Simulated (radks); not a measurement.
Problem. The mean radii <r> (bohr) of the occupied orbitals of an atom or ion are listed with their occupations. Method: Dirac Kohn-Sham, BLYP, spin-unpolarised, spherical densities, finite nucleus; Fermi nuclear charge, rms radius of each element as measured or else 0.836 A^(1/3) + 0.57 fm; computed with a radial shooting solver on a logarithmic mesh with Libxc functionals.

orbital  occ.      <r>
1s1/2       2  0.01715
2s1/2       2  0.07172
2p1/2       2  0.05908
2p3/2       4  0.06752
3s1/2       2   0.1857
3p1/2       2   0.1759
3p3/2       4   0.1910
3d3/2       4   0.1665
3d5/2       6   0.1710
4s1/2       2   0.3885
4p1/2       2   0.3867
4p3/2       4   0.4115
4d3/2       4   0.4040
4d5/2       5   0.4112

Name the element and its charge. Open shells, if any, fill j = l - 1/2 first.

Solution. Z = 78, platinum, charge +33: Pt33+ in [Kr] 4d9. The 1s radius gives Z: for a bare nucleus <r> = (2 gamma + 1)/(2Z) with gamma = sqrt(1 - (Z/c)^2), 0.01695 bohr for Z = 78, and screening makes it slightly larger (0.01715 here). The occupations add up to 45, and the charge is Z minus that.
